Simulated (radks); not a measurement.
Sr30+, 8 electrons, occupied as [He] 2s2 2p4.

Calculated with a radial shooting solver on a logarithmic mesh with Libxc functionals: non-relativistic Kohn-Sham, PBE, spin-polarised, spherical densities, point nucleus; open shells are filled with parallel spins first (spin-orbit coupling, left out, can overturn this in heavy ions); relativity is left out, which matters for an element this heavy.

Energy parts (Ry):
total: -4638.65757
kinetic: 4638.06712
electron-nucleus: -9676.32915
Hartree: 500.87883
exchange-correlation: -101.27437

Orbitals (lengths in bohr, moments of r in powers of bohr; <r^-3> diverges for s and p1/2; r(max) is where P^2 peaks; r(90%) holds 90 % of the orbital's charge):
orbital,occ.,eigenvalue (Ry),<1/r>,<r^-3>,r(90%),r(max)
1s up,1,-1284.415,37.53,-,0.0714,0.02654
1s down,1,-1283.356,37.56,-,0.0713,0.02653
2s up,1,-273.9769,8.746,-,0.260,0.1459
2s down,1,-272.2337,8.713,-,0.261,0.1461
2p up,3,-263.8117,8.698,1818,0.234,0.1143
2p down,1,-261.6720,8.674,1808,0.235,0.1146

The highest occupied level is 2p down at -3560.2 eV. Spin moment in Bohr magnetons: 2. Virial ratio -V/T = 2.00013. For comparison, the ionisation energy in NIST's Atomic Spectra Database is 3664 eV (semi-empirical). In exact Kohn-Sham theory the highest level is minus the ionisation energy, but local and semilocal functionals leave it too shallow, through self-interaction and a potential that decays too fast; potentials with the right tail come closer. Summed over all electrons, <r^2> = 0.1739 bohr^2, which gives a Langevin (diamagnetic) susceptibility term of -0.138 x 10^-6 cm^3/mol.
